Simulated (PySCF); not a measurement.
F₃Fe, neutral, multiplicity 6. Atoms are numbered in the order given.

```xyz
4

Fe     0.0000     0.0000     0.0000
F      1.7682     0.0000     0.0000
F     -0.8841    -1.5313     0.0000
F     -0.8841     1.5313     0.0000
```
Charge 0, spin multiplicity 6.

Coordinates come from a PBE-D3(BJ)/def2-SVP optimisation. The multiplicity is an assumed one; other spin states were not compared. The isomer is the one that the SMILES or the coordinates give; other isomers of the formula were not compared.

Level of theory: PBE/def2-TZVPD in PySCF.

Mulliken values depend strongly on the basis, most of all with diffuse functions as here. ESP charges are fitted to the potential on shells at 1.4 to 2.0 van der Waals radii. Atomic charges (e):

```json
[
 {"atom": "Fe1", "Mulliken": "1.70", "ESP fit": "?", "Mulliken spin": "4.16"},
 {"atom": "F2", "Mulliken": "-0.57", "ESP fit": "?", "Mulliken spin": "0.28"},
 {"atom": "F3", "Mulliken": "-0.57", "ESP fit": "?", "Mulliken spin": "0.28"},
 {"atom": "F4", "Mulliken": "-0.57", "ESP fit": "?", "Mulliken spin": "0.28"}
]
```

Question: Complete the blanks. (Estimate from the structure and the level; the computed values follow.)

Answer: 
- Fe1, ESP fit: 1.11
- F2, ESP fit: -0.37
- F3, ESP fit: -0.37
- F4, ESP fit: -0.37
